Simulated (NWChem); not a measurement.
System: C3H4F2; SMILES FC1(F)CC1

Parts of the log:

```
             Northwest Computational Chemistry Package (NWChem) 7.3.0
             --------------------------------------------------------

                             Geometry "geometry" -> ""
                             -------------------------

 Output coordinates in angstroms (scale by  1.889725989 to convert to a.u.)

  No.       Tag          Charge          X              Y              Z
 ---- ---------------- ---------- -------------- -------------- --------------
    1 F                    9.0000     0.00000000    -1.09489000     0.94800800
    2 C                    6.0000     0.00000000     0.00000000     0.17751000
    3 F                    9.0000     0.00000000     1.09489000     0.94800800
    4 C                    6.0000    -0.76707300     0.00000000    -1.08095900
    5 C                    6.0000     0.76707300     0.00000000    -1.08095900
    6 H                    1.0000    -1.27476600     0.92578400    -1.36262900
    7 H                    1.0000    -1.27476600    -0.92578400    -1.36262900
    8 H                    1.0000     1.27476600     0.92578400    -1.36262900
    9 H                    1.0000     1.27476600    -0.92578400    -1.36262900

 Effective nuclear repulsion energy (a.u.)     184.8386083520

  xc_inp: hfexch multiplicative factor not found.
                              NWChem Property Module
                              ----------------------

  itol2e modified to match energy
  convergence criterion.

                                 NWChem DFT Module
                                 -----------------

 Summary of "ao basis" -> "ao basis" (spherical)
 ------------------------------------------------------------------------------
       Tag                 Description            Shells   Functions and Types
 ---------------- ------------------------------  ------  ---------------------
 F                           6-31g*                  6       14   3s2p1d
 C                           6-31g*                  6       14   3s2p1d
 H                           6-31g*                  2        2   2s

  itol2e modified to match energy
  convergence criterion.

[...]

          -----------------------------------------
          Chemical Shielding Tensors (GIAO, in ppm)
          -----------------------------------------

                                NWChem CPHF Module
                                ------------------

  scftype          =     RHF
  nclosed          =       20
  nopen            =        0
  variables        =     1160
  # of vectors     =        3
  tolerance        = 0.10D-03
  level shift      = 0.00D+00
  max iterations   =       50
  max subspace     =       30

 SCF residual:    5.6006951881344172E-005

Iterative solution of linear equations
  No. of variables     1160
  No. of equations        3
  Maximum subspace       30
        Iterations       50
       Convergence  1.0D-04

   iter   nsub   residual    time
   ----  ------  --------  ---------
     1      3    1.04D+00      11.0
     2      6    1.19D-01      11.4
     3      9    2.57D-02      11.9
     4     12    3.32D-03      12.4
     5     15    7.42D-04      12.8
     6     18    1.70D-04      13.3
     7     21    1.98D-05      13.8

      Atom:    1  F
        Diamagnetic
    465.1440     -0.0000     -0.0000
     -0.0000    485.3705    -11.1857
     -0.0000    -11.1857    475.6871

        Paramagnetic
   -199.8692      0.0000     -0.0000
      0.0000    -25.4536     54.5827
     -0.0000     54.5827    -58.8343

        Total Shielding Tensor
    265.2749      0.0000     -0.0000
      0.0000    459.9169     43.3970
     -0.0000     43.3970    416.8528

           isotropic =     380.6815
          anisotropy =     159.2227

          Principal Components and Axis System
                 1           2           3
              486.8300    389.9397    265.2749

      1         0.0000      0.0000      1.0000
      2         0.8498     -0.5270      0.0000
      3         0.5270      0.8498      0.0000

      Atom:    2  C
        Diamagnetic
    227.0340     -0.0000      0.0000
     -0.0000    240.1298     -0.0000
      0.0000     -0.0000    238.1141

        Paramagnetic
   -131.1624     -0.0000     -0.0000
     -0.0000    -94.5417      0.0000
     -0.0000      0.0000   -160.5178

        Total Shielding Tensor
     95.8716     -0.0000     -0.0000
     -0.0000    145.5881      0.0000
     -0.0000      0.0000     77.5963

           isotropic =     106.3520
          anisotropy =      58.8541

          Principal Components and Axis System
                 1           2           3
              145.5881     95.8716     77.5963

      1        -0.0000      1.0000     -0.0000
      2         1.0000     -0.0000      0.0000
      3         0.0000     -0.0000      1.0000

      Atom:    3  C
        Diamagnetic
    255.6072     -0.0000      3.1451
     -0.0000    243.3296     -0.0000
      3.1451     -0.0000    251.5795

        Paramagnetic
    -88.1728      0.0000     -5.2339
      0.0000    -22.4643     -0.0000
     -5.2339     -0.0000    -66.0917

        Total Shielding Tensor
    167.4344      0.0000     -2.0888
      0.0000    220.8652     -0.0000
     -2.0888     -0.0000    185.4877

           isotropic =     191.2625
          anisotropy =      44.4042

          Principal Components and Axis System
                 1           2           3
              220.8652    185.7263    167.1959

      1         0.0000     -0.1135      0.9935
      2         1.0000      0.0000      0.0000
      3         0.0000      0.9935      0.1135

      Atom:    4  H
        Diamagnetic
     28.9056     -7.0839      4.3011
     -7.0839     32.1446     -3.9735
      4.3011     -3.9735     25.8194

[...]
```

Level: Hartree-Fock/6-31G* (spherical d), GIAO. Coordinates come from a PBE0/def2-SVP optimisation. The output numbers the shielded atoms by their place in the input's list. The printed shielding anisotropy is the first printed principal value minus the mean of the other two.

Task: Reconstruct the input file.

Result: This is not unique; one that fits is the input that was run:
```
start job
memory heap 200 mb stack 900 mb global 1100 mb
geometry units angstroms noautosym nocenter noautoz
  F      0.000000    -1.094890     0.948008
  C      0.000000     0.000000     0.177510
  F      0.000000     1.094890     0.948008
  C     -0.767073     0.000000    -1.080959
  C      0.767073     0.000000    -1.080959
  H     -1.274766     0.925784    -1.362629
  H     -1.274766    -0.925784    -1.362629
  H      1.274766     0.925784    -1.362629
  H      1.274766    -0.925784    -1.362629
end
basis spherical
  * library 6-31g*
end
dft
  xc hfexch
  iterations 150
end
property
  shielding 4 1 2 4 6
end
task dft property
```
